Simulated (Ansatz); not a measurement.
```yaml
crystal:
  periodic: [false, false, false]
  atoms:
    - {symbol: F, position_ang: [-0.203275, -0.070174, 1.372800]}
    - {symbol: C, position_ang: [0.048100, -0.135595, 0.066373]}
    - {symbol: F, position_ang: [-0.512854, -1.254768, -0.388633]}
    - {symbol: F, position_ang: [1.369485, -0.242053, -0.094045]}
    - {symbol: Te, position_ang: [-0.651556, 1.628890, -0.997895]}
basis:
  gaussian: {orbitals: STO-3G, fitting: {mean_field: cc-pVTZ-jkfit}}
magnetization: {spin_polarized: true, initial_magnetization: 1}
hamiltonian: {xc: {name: HF}}
correlation: {active_space: {window: {electrons: 6, orbitals: 2}}}
accuracy: high
```

```sh
$ ansatz run in.yaml --threads 4 --pin off --events-out ev --progress --plain --max-ram 10444MiB
```

Output, abridged:

```
Error: invalid value for `correlation.active_space`: it starts from restricted Hartree–Fock orbitals; set hamiltonian.xc: hf without magnetization.spin_polarized
```
